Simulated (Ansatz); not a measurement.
`C[Si](C)(C)C#Cc1cnc(-c2cnc(-c3cnc(-c4cnc(C#C[Si](C)(C)C)s4)s3)s2)s1`. Total charge 0; singlet. Geometry r2SCAN-D4/def2-SVP.

Cartesian coordinates in Å:
```
C 8.662 -7.487 -0.350
Si 8.803 -6.117 -1.626
C 10.335 -5.076 -1.313
C 8.833 -6.825 -3.365
C 7.315 -5.033 -1.466
C 6.323 -4.314 -1.348
C 5.192 -3.498 -1.207
C 4.352 -3.341 -0.107
N 3.326 -2.477 -0.249
C 3.316 -1.927 -1.447
C 2.340 -0.969 -1.885
C 2.211 -0.315 -3.107
N 1.178 0.543 -3.223
C 0.470 0.590 -2.109
C -0.690 1.428 -1.963
C -1.219 2.278 -2.932
N -2.316 2.974 -2.582
C -2.689 2.705 -1.346
C -3.833 3.311 -0.717
C -4.687 4.244 -1.304
N -5.703 4.689 -0.541
C -5.690 4.133 0.656
C -6.610 4.379 1.692
C -7.410 4.588 2.601
Si -8.652 4.957 3.923
C -10.307 5.242 3.084
C -8.092 6.500 4.834
C -8.731 3.487 5.086
S -4.362 2.990 0.900
S -1.663 1.532 -0.527
S 1.061 -0.452 -0.826
S 4.616 -2.465 -2.497
H 9.533 -8.160 -0.406
H 7.755 -8.092 -0.512
H 8.616 -7.078 0.672
H 10.414 -4.253 -2.041
H 10.319 -4.633 -0.305
H 11.246 -5.692 -1.399
H 8.887 -6.026 -4.122
H 7.930 -7.423 -3.570
H 9.710 -7.479 -3.501
H 4.499 -3.879 0.832
H 2.892 -0.464 -3.950
H -0.775 2.382 -3.925
H -4.551 4.603 -2.326
H -10.631 4.350 2.526
H -11.084 5.478 3.830
H -10.253 6.082 2.373
H -8.813 6.763 5.627
H -8.012 7.360 4.150
H -7.108 6.352 5.307
H -9.464 3.670 5.889
H -9.035 2.571 4.554
H -7.754 3.295 5.558
```

Single mean-field runs in def2-SVP are fitted with def2-universal-jkfit.

Problem. Estimate the orbital energies around the gap (eV) in Ansatz with PBE-D4/def2-SVP, r2SCAN-D4/def2-SVP, PBE0-D4/def2-SVP.

Solution. 
```
orbital  PBE-D4/def2-SVP  r2SCAN-D4/def2-SVP  PBE0-D4/def2-SVP
 HOMO−9            -7.05               -7.47             -8.48
 HOMO−8            -6.89               -7.33             -8.35
 HOMO−7            -6.87               -7.22             -8.28
 HOMO−6            -6.79               -7.15             -8.16
 HOMO−5            -6.68               -7.10             -8.09
 HOMO−4            -6.52               -6.98             -8.06
 HOMO−3            -6.43               -6.81             -7.81
 HOMO−2            -6.39               -6.70             -7.52
 HOMO−1            -5.75               -6.00             -6.72
   HOMO            -5.14               -5.35             -5.98
   LUMO            -3.38               -3.46             -2.90
 LUMO+1            -2.71               -2.75             -2.10
 LUMO+2            -2.00               -1.99             -1.24
 LUMO+3            -1.55               -1.50             -0.70
 LUMO+4            -1.31               -1.26             -0.43
 LUMO+5            -1.24               -1.14             -0.32
```
